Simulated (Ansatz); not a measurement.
Stepwise reaction of `[Cl][Zr]([Cl])([Br])[Br]` with hydrogen fluoride, as a gas-phase model of exchange steps in deposition or etching. ΔE in kJ/mol; ΔG adds harmonic PBE0-D4 terms to CCSD(T)/CBS, at 1 bar.

Gas-phase electronic energies from Ansatz, PBE0-D4/def2-TZVP geometries. CCSD(T)/CBS is the MP2 limit (def2-TZVPP, def2-QZVPP) plus CCSD(T) − MP2 in def2-TZVPP, frozen cores. This one scheme is used for every species. DFT in def2-TZVPP. B3LYP here is the variant with VWN-RPA as its local correlation; programs differ in this. Elements past krypton have def2 core potentials. For Br, Zr outer-core shells are correlated without core-valence functions, which leaves a few kJ/mol of doubt a bond. Scalar relativity is left out up to krypton.

```
step                                                          reaction  PBE-D4  B3LYP-D4  ωB97M-V  CCSD(T)/CBS  ΔG(400 K)
   2  `[F][Zr]([Cl])([Cl])[Br]` + H–F → `[F][Zr]([F])([Cl])[Cl]` + HBr   -21.9     -22.2    -24.5         -9.1      -14.7
```

Question: Give the row of step 1, `[Cl][Zr]([Cl])([Br])[Br]` + H–F → `[F][Zr]([Cl])([Cl])[Br]` + HBr. (Estimate.)

Answer: Ansatz gave: 
```tsv
step	reaction	PBE-D4	B3LYP-D4	ωB97M-V	CCSD(T)/CBS	ΔG(400 K)
1	`[Cl][Zr]([Cl])([Br])[Br]` + H–F → `[F][Zr]([Cl])([Cl])[Br]` + HBr	-20.4	-20.4	-24.0	-5.9	-16.2
```

Question: By hand: ΔE of the 2 steps together at CCSD(T)/CBS.

Answer: (-5.9) + (-9.1) = -15.0 kJ/mol, or -7.5 kJ/mol a step.

In ΔE the steps differ by no more than 3.2 kJ/mol. All are downhill at CCSD(T)/CBS. ΔG lies between -16.2 and -14.7 kJ/mol a step. PBE-D4 differs from CCSD(T)/CBS by -14.5 to -12.8 kJ/mol a step. Isolated molecules leave out the surface, adducts and barriers. Largest T1 diagnostic: 0.017.
